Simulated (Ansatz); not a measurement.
Program: Ansatz 0.2.0.

Basis-set series for CH₄AlB₂Cl, SMILES `Cl[B]1B[CH2][AlH]1`. Charge 0, multiplicity 1. All single points use the PBE0-D4/def2-TZVP geometry.

Cartesian coordinates in Å:
```
Cl -2.4213 -0.8633 1.9142
B -1.2650 -0.3011 0.7701
B 0.0268 0.7674 0.7391
C 1.1294 0.1611 -0.0830
Al -0.4397 -0.5299 -1.1535
H -0.0010 1.9502 0.9384
H 2.0831 0.6198 -0.3201
H 1.2407 -0.9601 -0.1010
H -0.3530 -0.8442 -2.7043
```

```csv
functional,basis,functions,energy (Eh),HOMO (eV),LUMO (eV)
PBE0-D4,def2-TZVPP,233,-792.48135,-6.12,-2.83
PBE0-D4,def2-QZVPP,431,-792.50740,-6.14,-2.85
ωB97M-V,def2-TZVPP,233,-792.77381,-8.13,-0.89
ωB97M-V,def2-QZVPP,431,-792.79861,-8.15,-0.93
```

(1) Give the rows for def2-SVP. (Best estimate.)

Results:

(1) The calculation gave: 
| functional | basis | functions | energy (Eh) | HOMO (eV) | LUMO (eV) |
| --- | --- | --- | --- | --- | --- |
| PBE0-D4 | def2-SVP | 98 | -792.14354 | -6.05 | -2.75 |
| ωB97M-V | def2-SVP | 98 | -792.43334 | -8.03 | -0.76 |
